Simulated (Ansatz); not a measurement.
Compare A (`C[SiH2]B(F)S`) with its isomer B (`BCS[SiH2]F`).

Program: Ansatz. Geometries: PBE0-D4/def2-TZVP. ΔE: electronic, gas phase. CCSD(T)/CBS adds triple-zeta CCSD(T) − MP2 to the extrapolated MP2 energy (def2 sets, frozen cores). Functionals use def2-TZVPP. B3LYP here is the variant with VWN-RPA as its local correlation; programs differ in this. One conformer a species, not always the lowest.

(1) Which is lower in electronic energy at CCSD(T)/CBS, and by how much? (An estimate is asked.)

(2) Give E(B) − E(A) in kcal/mol with HF/def2-TZVPP, r2SCAN-D4, CCSD(T)/def2-TZVPP, B3LYP, BLYP-D4, CCSD(T)/def2-SVP, LDA (SPW92). (Best estimate.)

(3) Does the order hold for the free energy at 298.15 K (harmonic terms from PBE0-D4)? (Estimate.)

Largest T1 diagnostic: 0.013.

## Answers

(1) Ansatz gave: A, by 14.2 kcal/mol.

(2) Computed: HF/def2-TZVPP 9.8, r2SCAN-D4 17.4, CCSD(T)/def2-TZVPP 16.2, B3LYP 15.6, BLYP-D4 16.7, CCSD(T)/def2-SVP 25.2, LDA (SPW92) 22.0. None reverses the order clearly.

(3) Ansatz gave: Yes: G(B) − G(A) = +12.9 kcal/mol, for one conformer each. Modes under 60 cm⁻¹, often nearly free rotors, make the harmonic entropy too high.

From r2SCAN to r2SCAN0 (25 % exact exchange), in def2-TZVPP and without D4, E(B) − E(A) moves by −1.2 kcal/mol. Leaving LDA and LC-ωPBE aside and taking each functional with its dispersion term where it has one, the values, not all of them listed here, spread over 6.3 kcal/mol, from BHLYP-D4 to PBE-D4. LDA lies +2.3 kcal/mol from PBE without D4.
